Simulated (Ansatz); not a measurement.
Computed with Ansatz on PBE0-D4/def2-TZVP structures; ΔE is electronic, products minus reactants. CCSD(T)/CBS adds triple-zeta CCSD(T) − MP2 to the extrapolated MP2 energy (def2 sets, frozen cores). This one scheme is used for every species. DFT in def2-TZVPP. One conformer a species, not always the lowest.

Consider the formal exchange of groups at the Al–C bond: `C=[CH][AlH][OH]` + `C=CF` → `C=[C](F)[AlH][OH]` + `C=C`.

```csv
level,ΔE (kcal/mol)
LC-ωPBE,0.5
MP2/def2-QZVPP,0.7
```

Task: What does CCSD(T)/CBS give? (Best estimate.)

Result: Computed: +0.2 kcal/mol. The listed levels differ from it by 0.3, 0.5 kcal/mol.

Largest T1 diagnostic among the species: 0.013.

From BLYP to BHLYP (50 % exact exchange), in def2-TZVPP and without D4, ΔE moves by +0.9 kcal/mol. Leaving LDA and LC-ωPBE aside and taking each functional with its dispersion term where it has one, the values, not all of them listed here, spread over 1.5 kcal/mol, from BLYP-D4 to PBE-QIDH.
